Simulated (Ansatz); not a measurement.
Cartesian coordinates (Å):
SMILES: CC[SiH](CC)CC
```xyz
23

C     -1.7608     2.2282     0.5917
C     -0.3211     1.6969     0.6122
Si    -0.0742     0.0364    -0.2670
C      1.7351    -0.5134    -0.1435
C      2.7526     0.4921    -0.6998
C     -1.2164    -1.2804     0.4766
C     -1.0839    -2.6752    -0.1498
H     -1.8455     3.2087     1.0886
H     -2.4541     1.5420     1.1051
H     -2.1299     2.3503    -0.4402
H      0.3590     2.4325     0.1469
H      0.0304     1.5849     1.6545
H     -0.4233     0.2074    -1.7167
H      1.9527    -0.7295     0.9187
H      1.8336    -1.4797    -0.6694
H      3.7858     0.1133    -0.6323
H      2.7199     1.4480    -0.1518
H      2.5550     0.7192    -1.7606
H     -2.2566    -0.9213     0.3813
H     -1.0169    -1.3286     1.5630
H     -1.2822    -2.6497    -1.2342
H     -0.0700    -3.0862    -0.0150
H     -1.7892    -3.3959     0.2958
```
Charge 0, spin multiplicity 1.

Computed with frozen-core CCSD(T)/cc-pVDZ // B3LYP-D3(BJ)/def2-SVP run with Ansatz (a first-principles code).

```json
{
 "HF energy": "-525.48483 Ha",
 "MP2 correlation energy": "-0.98032 Ha"
}
```

Question: Estimate the CCSD correlation energy, the (T) correction, the total energy and the T1 diagnostic.

Answer: 
```json
{
 "CCSD correlation energy": "-1.08566 Ha",
 "(T) correction": "-0.03201 Ha",
 "CCSD(T) total energy": "-526.60250 Ha",
 "T1 diagnostic": "0.008"
}
```
